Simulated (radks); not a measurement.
Values are calculated unless marked as measured or tabulated.
Question: The mean radii <r> (bohr) of the occupied orbitals of an atom or ion are listed with their occupations. Code: a radial shooting solver on a logarithmic mesh with Libxc functionals. Model: scalar-relativistic Kohn-Sham, r2SCAN, spin-polarised, spherical densities, finite nucleus; meta-GGA in the generalised Kohn-Sham scheme; Fermi nuclear charge, rms radius of each element as measured or else 0.836 A^(1/3) + 0.57 fm.

| orbital | occ. | <r> |
|---|---|---|
| 1s down | 1 | 0.02363 |
| 1s up | 1 | 0.02363 |
| 2s up | 1 | 0.1010 |
| 2s down | 1 | 0.1010 |
| 2p up | 3 | 0.08882 |
| 2p down | 3 | 0.08882 |
| 3s up | 1 | 0.2659 |
| 3s down | 1 | 0.2659 |
| 3p up | 3 | 0.2643 |
| 3p down | 3 | 0.2642 |
| 3d up | 5 | 0.2419 |
| 3d down | 5 | 0.2418 |
| 4s up | 1 | 0.6032 |
| 4s down | 1 | 0.6033 |
| 4p up | 3 | 0.6365 |
| 4p down | 3 | 0.6366 |
| 4d up | 5 | 0.6920 |
| 4d down | 5 | 0.6923 |
| 5s up | 1 | 1.386 |
| 5s down | 1 | 1.385 |
| 5p up | 3 | 1.563 |
| 5p down | 3 | 1.562 |
| 4f up | 1 | 0.8617 |
| 5d up | 1 | 2.092 |
| 6s up | 1 | 3.228 |
| 6s down | 1 | 3.308 |

Name the element and its charge. Open shells, if any, are filled with parallel spins first.

Answer: Z = 60, neodymium, charge +2: Nd2+ in [Xe] 4f1 5d1 6s2. The 1s radius gives Z: for a bare nucleus <r> = (2 gamma + 1)/(2Z) with gamma = sqrt(1 - (Z/c)^2), 0.02332 bohr for Z = 60, and screening makes it slightly larger (0.02363 here). The occupations add up to 58, and the charge is Z minus that.
